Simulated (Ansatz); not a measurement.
H7FGe2OSi (SMILES O[Si](F)([GeH3])[GeH3]), singlet, at a GFN2-xTB geometry; Ansatz (a program for electronic structure) with SC-NEVPT2/STO-3G, CASSCF(6,6).

Input for Ansatz:
Ansatz 0.2 input:
```yaml
crystal:
  periodic: [false, false, false]
  atoms:
    - {symbol: O, position_ang: [-0.20171971, 1.74471622, 1.27029644]}
    - {symbol: Si, position_ang: [0.01596982, 0.68290663, 0.06733975]}
    - {symbol: F, position_ang: [0.32764984, 1.68647754, -1.14520657]}
    - {symbol: Ge, position_ang: [1.91858488, -0.63185872, 0.38435243]}
    - {symbol: Ge, position_ang: [-1.94964897, -0.45694483, -0.46709165]}
    - {symbol: H, position_ang: [-0.39367982, 1.47972603, 2.16390490]}
    - {symbol: H, position_ang: [2.60539330, -0.41370012, 1.70130456]}
    - {symbol: H, position_ang: [2.99962189, -0.48196891, -0.63623889]}
    - {symbol: H, position_ang: [1.62071051, -2.10195463, 0.38752023]}
    - {symbol: H, position_ang: [-3.10552596, -0.15103692, 0.44030031]}
    - {symbol: H, position_ang: [-2.48145513, -0.23938067, -1.84646416]}
    - {symbol: H, position_ang: [-1.80968208, -1.94669117, -0.36094095]}
basis:
  gaussian:
    orbitals: STO-3G
magnetization: {spin_polarized: false}
correlation: {method: sc_nevpt2, electrons: all, active_space: {window: {electrons: 6, orbitals: 6}}}
```

It wrote (shortened):

```
Functional definition: HF
705 factors; integrals over basis functions are off by at most 3.8e-5 eV
mean field evaluation 1: about -124221.1399 eV, gradient 2.7e1 eV
mean field evaluation 2: about -124221.1951 eV, gradient 2.7e1 eV
mean field evaluation 4: about -124224.3135 eV, gradient 1.7e0 eV
mean field evaluation 8: about -124224.3311 eV, gradient 2.7e-4 eV
mean field -124224.33112247 eV, -4565.1599664750 hartree, gradient 1.0e-6 eV, S^2 0.000000; 0 other end points of the search recorded, 0 dependent functions left out
reference -124224.33112247 eV, -4565.1599664750 hartree; 51, 51 occupied and 11, 11 virtual orbitals, 705 factors
state -124225.74751181 eV, -4565.2120178232 hartree
state -124225.74751181 eV, -4565.2120178232 hartree; corrected -124228.93206084 eV, -4565.3290478413 hartree
state -124225.34236057 eV, -4565.1971287895 hartree
state -124225.34236057 eV, -4565.1971287895 hartree; corrected -124228.82561700 eV, -4565.3251361025 hartree
state -124225.74751181 eV, -4565.2120178232 hartree; corrected -124228.93206084 eV, -4565.3290478413 hartree
state -124225.49815619 eV, -4565.2028541732 hartree
state -124225.49815619 eV, -4565.2028541732 hartree; corrected -124228.90266545 eV, -4565.3279675807 hartree
state -124225.74751181 eV, -4565.2120178232 hartree; corrected -124228.93206084 eV, -4565.3290478413 hartree
state -124225.54465426 eV, -4565.2045629455 hartree
state -124225.54465426 eV, -4565.2045629455 hartree; corrected -124228.96268614 eV, -4565.3301733003 hartree
state -124225.54465426 eV, -4565.2045629455 hartree; corrected -124228.96268614 eV, -4565.3301733003 hartree
state -124225.57407237 eV, -4565.2056440411 hartree
state -124225.57407237 eV, -4565.2056440411 hartree; corrected -124228.84386688 eV, -4565.3258067733 hartree
state -124225.54465426 eV, -4565.2045629455 hartree; corrected -124228.96268614 eV, -4565.3301733003 hartree
state -124225.74746043 eV, -4565.2120159347 hartree
state -124225.74746043 eV, -4565.2120159347 hartree; corrected -124228.93212919 eV, -4565.3290503532 hartree
state -124225.54465426 eV, -4565.2045629455 hartree; corrected -124228.96268614 eV, -4565.3301733003 hartree
WARN: the results are in doubt because another end's mean lies 0.203 eV lower, and its corrected mean 0.031 eV higher
Total energy: -124228.96268614 eV, -4565.3301733003 hartree
In doubt: another end's mean lies 0.203 eV lower, and its corrected mean 0.031 eV higher
```
